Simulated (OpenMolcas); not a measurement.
A calculation on neutral tantalum.

```
Program             : OpenMolcas
Method              : SS-CASPT2, IPEA 0.25 Eh, imaginary shift 0.1 Eh (closed shells correlated: 5s 5p)
Basis               : ANO-RCC-VTZP [8s7p5d3f2g1h]
Scalar Hamiltonian  : DKH2, point nucleus
Active space        : 5 electrons in 6 orbitals (5d 6s)
State averaging     : 2S+1 = 4 even, 50 roots; 2S+1 = 6 even, 6 roots kept (CI in the orbitals of an earlier block); 2S+1 = 2 even, 98 roots kept (CI in the orbitals of an earlier block)
Spin-orbit coupling : state interaction with AMFI integrals over the reference wave functions, term energies averaged over their components
```

(1) Which level of the active space comes out lowest?

(2) How high does 5d4 6s 6D 3/2 [74 %] lie?

(3) How high does 5d3 6s2 4F 7/2 lie?

(4) How high does 5d4 6s 6D 1/2 [71 %] lie?

(5) The level at 11040 cm-1 has J = 3/2. What is it made of, and what is its g factor?

Measured values: NIST Handbook of Basic Atomic Spectroscopic Data.

## Answers

(1) 5d3 6s2 4F 3/2, with 91 % of that term; it is also the measured ground level.

(2) 9070 cm-1 above the lowest level.

(3) 3650 cm-1 above the lowest level; measured 3964 cm-1 above the ground level, so the calculation is off by -8 %.

(4) 8950 cm-1 above the lowest level.

(5) 44 % 5d3 6s2 2D 3/2(1), 24 % 5d3 6s2 4P, 14 % 5d3 6s2 2P; g = 1.226, against 0.800 from Landé's formula for the pure leading term.

CASPT2 breaks the degeneracy within a term, and the mean is taken; among the terms shown or strongly mixed into the levels shown the widest spread is 420 cm-1 (5d3 6s2 4F). Over all roots computed the reference weight is 0.88 to 0.93; the roots of lowest weight are the least certain, and an intruder state may touch them. Terms from blocks run as CI alone lack orbitals of their own. Configurations are named by rounded mean occupations; where the s occupation lies near a half they are strongly mixed, a name can repeat and a true partner stay unpaired. A single d shell beside an s shell can misplace configurations of different d count against each other. Computed and measured levels are paired by configuration, term and J; levels that our copy of the source lacks, or whose pairing is in doubt (as where it misses far off the trend of its configuration), stay unpaired and out of the deviations. Only configurations of the active space appear.

A share in square brackets marks a mixed level and gives the weight of the term that names it. A number in round brackets counts repeated terms of one configuration in the order of the reference energies.
